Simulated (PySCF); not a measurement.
## Working out the ionisation energy of Sn⁺

Sn⁺ [Kr] 4d10 5s2 5p1 (2P) → Sn²⁺ [Kr] 4d10 5s2 (1S). All numbers are calculated (PySCF 2.14, a scalar-relativistic core potential, in aug-cc-pwCVDZ-PP with ECP28MDF (6s5p4d1f, 48 functions)). Frozen: nothing. Energies in hartree (1 hartree = 27.21139 eV):

```
             part  Sn⁺ (lower)  Sn²⁺ (upper)
              UHF  -213.083772   -212.579270
MP2 opposite-spin    -0.268655     -0.264284
    MP2 same-spin    -0.141880     -0.137019
```

Task: What does Hartree-Fock give?

Result: (-212.579270) − (-213.083772) = 0.504502 hartree = 13.728 eV.

Task: What do MP2 and SCS-MP2 (6/5 opposite-spin, 1/3 same-spin) give?

Result: The opposite-spin parts differ by 0.119 eV and the same-spin parts by 0.132 eV. MP2: 13.728 + (0.119) + (0.132) = 13.979 eV. SCS-MP2: 13.728 + 1.2 × (0.119) + (0.132)/3 = 13.915 eV.

Measured between the centres of the two terms (NIST): 14.282 eV, so MP2 (valence and next inner shell) is off by -0.303 eV.

A double-zeta basis recovers only part of the correlation energy.

What remains against the reference includes basis incompleteness and correlation beyond second order.
